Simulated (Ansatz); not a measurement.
`COB(O)F` + H₂S → `COB(F)S` + H₂O  (ligand exchange at a B–O bond)

Gas-phase electronic energies from Ansatz, PBE0-D4/def2-TZVP geometries. CCSD(T)/CBS is the MP2 limit (def2-TZVPP, def2-QZVPP) plus CCSD(T) − MP2 in def2-TZVPP, frozen cores. This one scheme is used for every species. Functionals use def2-TZVPP. B3LYP here is the variant with VWN-RPA as its local correlation; programs differ in this. Each species was taken in one conformer, which may not be the lowest.

Problem. Is it downhill or uphill in electronic energy at CCSD(T)/CBS, and by how much? (Estimate.)

Solution. Computed: Uphill: ΔE = +62.9 kJ/mol.

Problem. What do these levels give: PBE0-D4, B3LYP-D4, ωB97M-V, PBE, r2SCAN, MP2/def2-TZVPP? (Estimate.)

Solution. Ansatz gave: PBE0-D4 61.2, B3LYP-D4 67.4, ωB97M-V 67.8, PBE 58.7, r2SCAN 65.0, MP2/def2-TZVPP 62.7 kJ/mol.

Largest T1 diagnostic among the species: 0.012.

From PBE to PBE0 (25 % exact exchange), in def2-TZVPP and without D4, ΔE moves by +4.5 kJ/mol. In def2-TZVPP, CCSD(T) changes the Hartree–Fock value by −18.1 kJ/mol (the triples alone add −3.8 kJ/mol) and MP2 by −22.5 kJ/mol.
